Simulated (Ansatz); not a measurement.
Ansatz (a first-principles code) input:

Ansatz 0.2 input:
```yaml
crystal:
  periodic: [false, false, false]
  atoms:
    - {symbol: Si, position_ang: [-0.50461428, -0.26368766, -0.44645130]}
    - {symbol: C, position_ang: [-1.23272787, 1.46581287, -0.83839801]}
    - {symbol: C, position_ang: [-1.56631208, -0.96662950, 0.98596118]}
    - {symbol: N, position_ang: [1.06494673, -0.06749028, 0.10204365]}
    - {symbol: Si, position_ang: [2.74421041, -0.22202441, 0.18244765]}
    - {symbol: H, position_ang: [-0.65647997, -1.12866912, -1.63073728]}
    - {symbol: H, position_ang: [-2.27273075, 1.38143535, -1.13402028]}
    - {symbol: H, position_ang: [-0.67824917, 1.92249017, -1.64928900]}
    - {symbol: H, position_ang: [-1.16839184, 2.11416006, 0.02751774]}
    - {symbol: H, position_ang: [-2.60892000, -1.02697098, 0.69347632]}
    - {symbol: H, position_ang: [-1.22192466, -1.96053759, 1.24515623]}
    - {symbol: H, position_ang: [-1.48761185, -0.33805414, 1.86527583]}
    - {symbol: H, position_ang: [3.30671505, -0.94859589, -0.96448452]}
    - {symbol: H, position_ang: [3.30209270, 1.13577556, 0.24323725]}
    - {symbol: H, position_ang: [3.05086501, -0.93893640, 1.42876051]}
basis:
  gaussian:
    orbitals: def2-TZVP
hamiltonian:
  xc: b3lyp
  dispersion: d3bj
magnetization: {spin_polarized: true, initial_magnetization: 1}
relax: {f_tol: 0.002, max_steps: 150}
```

### Question
What final total energy does it print?

### Answer
-716.10817 Eh (B3LYP-D3(BJ)/def2-TZVP). The basis has 227 functions.

It need not be the lowest isomer of its formula.
